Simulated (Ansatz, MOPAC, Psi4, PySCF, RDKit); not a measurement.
Pair of molecules: H2O (SMILES O) (first 3 atoms) with CH2O (SMILES C=O); geometry from B3LYP-D3(BJ)/def2-TZVP, rigid monomers moved along the line of their centres of mass till O1···C4 is 3.93 Å.
(charge 0, multiplicity 1):
```xyz
7

O     -0.15034     0.43763    -0.11458
H      0.49207     0.16848    -0.77930
H     -0.52355    -0.38205     0.22991
C     -0.02837     0.43187     3.81759
O     -0.43227    -0.68867     3.97830
H      1.05113     0.67181     3.81879
H     -0.71046     1.28740     3.66619
```

```json
[
 {"level": "UFF", "interaction energy (kcal/mol)": "-0.29", "minus CCSD(T)/CBS(aug-cc-pVDZ, aug-cc-pVTZ)": "1.09", "cost": "-"},
 {"level": "PM6", "interaction energy (kcal/mol)": "-1.22", "minus CCSD(T)/CBS(aug-cc-pVDZ, aug-cc-pVTZ)": "0.16", "cost": "-"},
 {"level": "BP86/6-31G* (no counterpoise)", "interaction energy (kcal/mol)": "-1.06", "minus CCSD(T)/CBS(aug-cc-pVDZ, aug-cc-pVTZ)": "0.32", "cost": "-"},
 {"level": "r2SCAN-D3(BJ)/def2-TZVPPD", "interaction energy (kcal/mol)": "-1.43", "minus CCSD(T)/CBS(aug-cc-pVDZ, aug-cc-pVTZ)": "-0.05", "cost": "×2"},
 {"level": "r2SCAN-D4/def2-TZVPPD", "interaction energy (kcal/mol)": "-1.41", "minus CCSD(T)/CBS(aug-cc-pVDZ, aug-cc-pVTZ)": "-0.04", "cost": "×2"},
 {"level": "B3LYP-D4/def2-TZVPPD", "interaction energy (kcal/mol)": "-1.37", "minus CCSD(T)/CBS(aug-cc-pVDZ, aug-cc-pVTZ)": "0.01", "cost": "×1"},
 {"level": "PBE0-D4/def2-TZVPPD", "interaction energy (kcal/mol)": "-1.48", "minus CCSD(T)/CBS(aug-cc-pVDZ, aug-cc-pVTZ)": "-0.10", "cost": "×1"},
 {"level": "MP2/6-31G* (no counterpoise)", "interaction energy (kcal/mol)": "-1.47", "minus CCSD(T)/CBS(aug-cc-pVDZ, aug-cc-pVTZ)": "-0.09", "cost": "-"},
 {"level": "MP2/aug-cc-pVTZ", "interaction energy (kcal/mol)": "-1.34", "minus CCSD(T)/CBS(aug-cc-pVDZ, aug-cc-pVTZ)": "0.03", "cost": "-"},
 {"level": "MP2/CBS(aug-cc-pVDZ, aug-cc-pVTZ)", "interaction energy (kcal/mol)": "-1.36", "minus CCSD(T)/CBS(aug-cc-pVDZ, aug-cc-pVTZ)": "0.02", "cost": "-"},
 {"level": "SCS-MP2/aug-cc-pVDZ", "interaction energy (kcal/mol)": "-1.25", "minus CCSD(T)/CBS(aug-cc-pVDZ, aug-cc-pVTZ)": "0.13", "cost": "-"},
 {"level": "CCSD/aug-cc-pVTZ", "interaction energy (kcal/mol)": "-1.35", "minus CCSD(T)/CBS(aug-cc-pVDZ, aug-cc-pVTZ)": "0.03", "cost": "-"},
 {"level": "CCSD(T)/CBS(aug-cc-pVDZ, aug-cc-pVTZ)", "interaction energy (kcal/mol)": "-1.38", "minus CCSD(T)/CBS(aug-cc-pVDZ, aug-cc-pVTZ)": "0.00", "cost": "×400*"},
 {"level": "SAPT0/jun-cc-pV(D+d)Z", "interaction energy (kcal/mol)": "-1.67", "minus CCSD(T)/CBS(aug-cc-pVDZ, aug-cc-pVTZ)": "-0.29", "cost": "-"}
]
```

 The comparison column counts from a level with limits of its own.

The rows run from -1.67 (SAPT0/jun-cc-pV(D+d)Z) to -0.29 kcal/mol (UFF).

Interaction energies are E(AB) − E(A) − E(B) at the monomers' geometry in the complex; basis-set methods are counterpoise corrected. Rows marked so take none. RDKit's UFF carries no charges.

Frozen-core correlation. CBS(a, b) extrapolates the correlation energy as X⁻³ and adds the Hartree–Fock energy of set b. Rows in 6-31G* carry no dispersion term and start afresh at each structure (6-31G* with six Cartesian d functions). MP2/6-31G* freezes PySCF's default core. The state that PM6 reach isn't checked.

Programs: Ansatz (a program for electronic structure); MOPAC for PM6 (differences of heats of formation); Psi4 for SAPT; PySCF for 6-31G* rows, the dispersion terms; RDKit for the force fields. Values without a source in brackets are computed.

Costs are rough ratios of core time to PBE/def2-TZVPPD (about 3.0 s over the structures, on one shared machine); a dash marks a level with no comparable run of its own. A star marks coupled-cluster runs past 200 virtual orbitals, where the program's memory plan changes under this machine's limit, so their costs aren't comparable with smaller runs.
